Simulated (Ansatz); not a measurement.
`[NH2][Sn][OH]` + `O[SiH3]` → `[NH2][Sn][O][SiH3]` + H₂O  (ligand exchange at the Sn–O bond)

Computed with Ansatz on PBE0-D4/def2-TZVP structures; ΔE is electronic, products minus reactants. CBS: MP2 limit from def2 TZ/QZ plus the TZ coupled-cluster correction, frozen cores. This one scheme is used for every species. DFT in def2-TZVPP. HSE06 is defined as in plane-wave codes. Elements past krypton have def2 core potentials. For Sn outer-core shells are correlated without core-valence functions, which leaves a few kJ/mol of doubt a bond. One conformer a species, not always the lowest.

```csv
level,ΔE (kJ/mol)
HSE06,-20.3
MP2/def2-QZVPP,-28.9
```

Problem. What does CCSD(T)/CBS give? (Best estimate.)

Solution. Computed: -29.2 kJ/mol. The listed levels differ from it by 8.9, 0.3 kJ/mol.

Largest T1 diagnostic among the species: 0.017.

Leaving LDA and LC-ωPBE aside and taking each functional with its dispersion term where it has one, the values, not all of them listed here, spread over 9.3 kJ/mol, from BHLYP-D4 to B2PLYP. LDA lies −3.5 kJ/mol from PBE without D4. At CCSD(T), def2-SVP lies −4.2 kJ/mol from the extrapolated value and def2-TZVPP +1.5 kJ/mol.
